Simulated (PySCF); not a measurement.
C2H9BN2, SMILES CN(BN)C. Atoms are numbered in the order given.

```xyz
14

B      0.0735     0.2078    -1.0751
H      0.5327    -0.4530    -1.9823
N     -0.4763     1.4730    -1.3897
H     -0.4867     1.8140    -2.3404
H     -0.8867     2.1192    -0.7285
N      0.1234    -0.3415     0.2350
C      0.7001    -1.6378     0.5028
C     -0.3791     0.3144     1.4173
H      1.5521    -1.5691     1.2088
H     -0.0391    -2.3292     0.9550
H      1.0641    -2.0878    -0.4306
H     -1.1653    -0.2875     1.9149
H      0.4222     0.4816     2.1643
H     -0.8161     1.2935     1.1764
```
Charge 0, spin multiplicity 1.

Geometry: r2SCAN-D4/def2-SVP. This is a generated structure with no PubChem entry under its InChIKey; it may be hypothetical. Other conformers were not sampled.

Vertical ionisation energy (IE) and electron affinity (EA) in eV. Rows of orbital energies are one-electron estimates. Where ΔSCF, EOM or ADC give a negative EA the extra electron is unbound and the value depends on the basis.

| level | IE | EA |
|---|---|---|
| −ε(HOMO), −ε(LUMO), CAM-B3LYP/def2-TZVP (PySCF) | ___ | ___ |
| −ε(HOMO), −ε(LUMO), PBE/def2-TZVP (PySCF) | 4.95 | -0.22 |

Task: Fill in the missing entries. (Estimate from the structure and the level; the computed values follow.)

Result: 
- −ε(HOMO), −ε(LUMO), CAM-B3LYP/def2-TZVP (PySCF), IE: 7.59
- −ε(HOMO), −ε(LUMO), CAM-B3LYP/def2-TZVP (PySCF), EA: -1.76
